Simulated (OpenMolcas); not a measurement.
Tm3+ among 6 point charges of -1.5 e arranged as a trigonal antiprism (D3d), 2.34 Å from the ion, with a polar angle of 60.2° against the regular 54.74°.
```
   0.0000    2.0308    1.1626  -1.50
  -1.7587   -1.0154    1.1626  -1.50
   1.7587   -1.0154    1.1626  -1.50
   0.0000   -2.0308   -1.1626  -1.50
   1.7587    1.0154   -1.1626  -1.50
  -1.7587    1.0154   -1.1626  -1.50
```

| Quantity | Value |
| --- | --- |
| Program | OpenMolcas 26.06 |
| Method | CASSCF |
| Basis | ANO-RCC-VDZP [7s6p4d2f1g] |
| Scalar Hamiltonian | DKH2, point nucleus |
| Active space | 12 electrons in 7 orbitals (4f) |
| State averaging | 2S+1 = 3 even, 21 roots; 2S+1 = 1 even, 27 roots kept (CI in the orbitals of an earlier block) |
| Spin-orbit coupling | RASSI with atomic mean-field integrals over the reference wave functions |

What is the spin-free ground state (labels of D3, the rotations of D3d)?

3E, 2-fold in its orbital part, 100 % from free-ion H terms; it has the highest spin that f12 allows.

Where is the first state of the same spin?

3E at 491 cm-1 above the ground state.

What are the lowest two levels with spin-orbit coupling?

A 1-fold level A1, then a 1-fold level A2 0.2 cm-1 above it. Their leading multiplicities are 3 (99 %) and 3 (99 %).

What is χT at 300 K, and how does it compare with the textbook value?

Hund's rules give f12 the level 3H6 with g = 1.167, so an isolated free-ion multiplet has χT = g² J(J+1) / 8 = 7.146 cm3 K/mol. The computed 6.862 at 300 K differs by -4 %, through the field's splitting, the mixing of terms and any other multiplet in reach.

This is an electrostatic model: the charges have no orbitals. The first state left out of the spin-orbit step lies near 83000 cm-1 above the lowest spin-free state of the reference (among the parities and spins computed), and the lists stop at four fifths of that energy or lower. No measured value stands beside these numbers.
